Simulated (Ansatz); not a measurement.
Reaction (SMILES): CC[N](C)[GeH3] [N-germyl-N-methylethanamine] -> CC[N](C)[GeH2] + H atom (the Ge-H bond at the site shown breaks; other sites are not compared here)
Geometries: B3LYP-D3(BJ)/def2-TZVP minima from Ansatz (a program for electronic structure), one conformer each, not searched for the lowest.

Quantity: bond dissociation energy (electronic energy difference), in kcal/mol. Correlated levels leave the core frozen unless marked. Open shells are spin-unrestricted. No spin-orbit coupling. Frozen are the shells of the preceding noble gas and the d and f shells that filled before the atom's block. Non-relativistic. Basis-set limits of correlation are two-point, X^-3; Hartree-Fock from the larger set.

```tsv
level	program	bond dissociation energy (kcal/mol)
B3LYP/def2-TZVPD	Ansatz	81.1
PBE0/STO-3G	Ansatz	114.3
PBE0/def2-SVP	Ansatz	80.2
B2GP-PLYP-D3(BJ)/def2-TZVPD	Ansatz + dftd3	…
B2PLYP/def2-TZVPD	Ansatz	81.9
SCS-MP2/STO-3G	Ansatz	108.8
CCSD(T)/CBS(cc-pVTZ,cc-pVQZ)	Ansatz	85.6
```

Q: Some entries are withheld; supply them.

A: 
- B2GP-PLYP-D3(BJ)/def2-TZVPD, bond dissociation energy (kcal/mol): 82.8
